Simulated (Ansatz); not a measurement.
Reactions of `CNC(C)=N`.

Computed with Ansatz on PBE0-D4/def2-TZVP structures; ΔE is electronic, products minus reactants. CCSD(T)/CBS adds triple-zeta CCSD(T) − MP2 to the extrapolated MP2 energy (def2 sets, frozen cores). This one scheme is used for every species. Functionals use def2-TZVPP. B3LYP here is the variant with VWN-RPA as its local correlation; programs differ in this. Triplets are unrestricted, without spin–orbit coupling. Each species was taken in one conformer, which may not be the lowest.

```json
{"reaction": "`CNC(C)=N` + `O[SiH2]O` → `CC(=N)O[SiH2]O` + CH₃NH₂", "B3LYP-D4 (kJ/mol)": "13", "MP2/CBS(def2) (kJ/mol)": "21", "r2SCAN-D4 (kJ/mol)": "14", "CCSD(T)/CBS(def2) (kJ/mol)": "15"}
{"reaction": "`CNC(C)=N` → `[CH2]` (triplet) + `CNC=N`", "B3LYP-D4 (kJ/mol)": "453", "MP2/CBS(def2) (kJ/mol)": "476", "r2SCAN-D4 (kJ/mol)": "439", "CCSD(T)/CBS(def2) (kJ/mol)": "462"}
{"reaction": "`CNC(C)=N` + H₂O → `CNC(=N)O` + CH₄", "B3LYP-D4 (kJ/mol)": "-12", "MP2/CBS(def2) (kJ/mol)": "4", "r2SCAN-D4 (kJ/mol)": "-17", "CCSD(T)/CBS(def2) (kJ/mol)": "1"}
{"reaction": "`CNC(C)=N` → `C=C(N)CN`", "B3LYP-D4 (kJ/mol)": "39", "MP2/CBS(def2) (kJ/mol)": "34", "r2SCAN-D4 (kJ/mol)": "41", "CCSD(T)/CBS(def2) (kJ/mol)": "34"}
{"reaction": "`CNC(C)=N` → `CCC(=N)N`", "B3LYP-D4 (kJ/mol)": "-18", "MP2/CBS(def2) (kJ/mol)": "-22", "r2SCAN-D4 (kJ/mol)": "-19", "CCSD(T)/CBS(def2) (kJ/mol)": "-22"}
```

Largest T1 diagnostic: 0.013, for `CC(=N)O[SiH2]O`.
